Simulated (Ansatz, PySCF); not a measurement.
C₂H₇BClN, SMILES CN(C)BCl. Atoms are numbered in the order given.

```xyz
12

B      0.1464    -0.5609     0.6611
H      0.0216    -0.9775     1.7813
Cl     1.2003    -1.4759    -0.4508
N     -0.5155     0.5973     0.2601
C     -0.4405     1.1939    -1.0624
C     -1.3700     1.3280     1.1820
H     -1.4432     1.2487    -1.5228
H     -0.0435     2.2232    -1.0044
H      0.2133     0.5999    -1.7113
H     -1.0090     2.3634     1.3191
H     -2.4054     1.3854     0.7999
H     -1.3857     0.8312     2.1603
```

The structure is a stationary point at B3LYP-D3(BJ)/def2-SVP. The structure was generated by enumeration, and PubChem lists no compound with its InChIKey, so it may never have been made. Other conformers were not sampled.

Two levels are set side by side: PBE-D3(BJ)/def2-SVP (Ansatz, a first-principles code) and B3LYP-D3(BJ)/def2-SVP (Ansatz). Each level has its own optimised geometry; the coordinates shown are those of the second. Frequencies come from the Hessian of PySCF at each geometry. Differences are taken from unrounded values.

```tsv
quantity	B3LYP-D3(BJ)
mean bond length (Å)	1.264
bond B1–Cl3 (Å)	1.784
bond B1–N4 (Å)	1.393
bond N4–C5 (Å)	1.453
bond N4–C6 (Å)	1.454
bond B1–H2 (Å)	1.202
bond C5–H7 (Å)	1.105
bond C5–H8 (Å)	1.105
bond C5–H9 (Å)	1.096
bond C6–H10 (Å)	1.105
bond C6–H11 (Å)	1.105
bond C6–H12 (Å)	1.097
highest harmonic wavenumber (cm⁻¹)	3165
mean harmonic wavenumber (cm⁻¹)	1425
zero-point energy (kcal/mol)	61.11
```

**Question.** What does PBE-D3(BJ) give, and how far is it from B3LYP-D3(BJ)? (An estimate is asked for; the answer gives what the named calculation found.)

**Answer.** 
```json
[
 {"quantity": "mean bond length (Å)", "PBE-D3(BJ)": "1.270", "PBE-D3(BJ) minus B3LYP-D3(BJ)": "0.006"},
 {"quantity": "bond B1–Cl3 (Å)", "PBE-D3(BJ)": "1.783", "PBE-D3(BJ) minus B3LYP-D3(BJ)": "-0.001"},
 {"quantity": "bond B1–N4 (Å)", "PBE-D3(BJ)": "1.402", "PBE-D3(BJ) minus B3LYP-D3(BJ)": "0.009"},
 {"quantity": "bond N4–C5 (Å)", "PBE-D3(BJ)": "1.454", "PBE-D3(BJ) minus B3LYP-D3(BJ)": "0.001"},
 {"quantity": "bond N4–C6 (Å)", "PBE-D3(BJ)": "1.455", "PBE-D3(BJ) minus B3LYP-D3(BJ)": "0.001"},
 {"quantity": "bond B1–H2 (Å)", "PBE-D3(BJ)": "1.212", "PBE-D3(BJ) minus B3LYP-D3(BJ)": "0.011"},
 {"quantity": "bond C5–H7 (Å)", "PBE-D3(BJ)": "1.113", "PBE-D3(BJ) minus B3LYP-D3(BJ)": "0.008"},
 {"quantity": "bond C5–H8 (Å)", "PBE-D3(BJ)": "1.113", "PBE-D3(BJ) minus B3LYP-D3(BJ)": "0.008"},
 {"quantity": "bond C5–H9 (Å)", "PBE-D3(BJ)": "1.105", "PBE-D3(BJ) minus B3LYP-D3(BJ)": "0.009"},
 {"quantity": "bond C6–H10 (Å)", "PBE-D3(BJ)": "1.113", "PBE-D3(BJ) minus B3LYP-D3(BJ)": "0.008"},
 {"quantity": "bond C6–H11 (Å)", "PBE-D3(BJ)": "1.113", "PBE-D3(BJ) minus B3LYP-D3(BJ)": "0.008"},
 {"quantity": "bond C6–H12 (Å)", "PBE-D3(BJ)": "1.105", "PBE-D3(BJ) minus B3LYP-D3(BJ)": "0.008"},
 {"quantity": "highest harmonic wavenumber (cm⁻¹)", "PBE-D3(BJ)": "3096", "PBE-D3(BJ) minus B3LYP-D3(BJ)": "-69"},
 {"quantity": "mean harmonic wavenumber (cm⁻¹)", "PBE-D3(BJ)": "1387", "PBE-D3(BJ) minus B3LYP-D3(BJ)": "-38"},
 {"quantity": "zero-point energy (kcal/mol)", "PBE-D3(BJ)": "59.49", "PBE-D3(BJ) minus B3LYP-D3(BJ)": "-1.62"}
]
```

Exact exchange shortens and stiffens bonds; PBE has none. Differences between two approximate levels are no errors against the true value.
